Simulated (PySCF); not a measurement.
Be(SMe)(SeH) (CH₄BeSSe), SMILES [Be]([SeH])[S]C. Coordinates come from a TPSSh-D3(BJ)/def2-SVP optimisation. The structure was generated by enumeration; whether it is a known compound was not checked. One conformer was computed; it need not be the lowest.

Problem. Give the equilibrium geometry at TPSSh-D3(BJ)/def2-SVP (PySCF confirms it by a frequency run) as bond lengths and angles. (The exact figures need the calculation; the answer reports its results.)

Solution. This is not unique; one that fits is 
Atoms: Be1 S2 C3 H4 H5 H6 Se7 H8. Bond lengths (Å): Be1–S2 1.902, Be1–Se7 2.037, S2–C3 1.850, C3–H4 1.098, C3–H5 1.098, C3–H6 1.098, Se7–H8 1.476. Bond angles (°): S2–Be1–Se7 178.4, Be1–S2–C3 102.2, S2–C3–H4 110.9, S2–C3–H5 106.2, S2–C3–H6 111.2, H4–C3–H5 109.1, H4–C3–H6 110.3, H5–C3–H6 109.1, Be1–Se7–H8 91.2.
